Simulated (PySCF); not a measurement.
Computed IR spectrum (relative IR intensity) of a molecule CH₄ClNOSi₂. Coordinates come from a PBE-D3(BJ)/def2-SVP optimisation. One conformer was computed; it need not be the lowest. Level of theory: PBE-D3(BJ)/def2-SVP (PySCF). Frequencies are harmonic and unscaled.

Lines under 2 % of the strongest are left out, and lines within 2 cm⁻¹ are merged.

| ν (cm⁻¹) | relative intensity |
|---|---|
| 339 | 4.5 |
| 370 | 3.4 |
| 395 | 9.6 |
| 481 | 5.2 |
| 551 | 23 |
| 627 | 9.4 |
| 675 | 5.0 |
| 680 | 5.4 |
| 694 | 26 |
| 706 | 9.4 |
| 778 | 44 |
| 823 | 30 |
| 896 | 38 |
| 1100 | 100 |
| 1632 | 97 |
| 2175 | 28 |
| 2192 | 21 |
| 2202 | 37 |
| 3042 | 12 |

Q: Pick the molecule that these values belong to.
A. Cl[SiH2]C1=N[SiH2]O1
B. [SiH3]C1=N[Si@H](Cl)O1
C. Cl[Si@H]1N=CO[SiH2]1
D. Cl[Si@H]1OC=N[SiH2]1

A: D, Cl[Si@H]1OC=N[SiH2]1
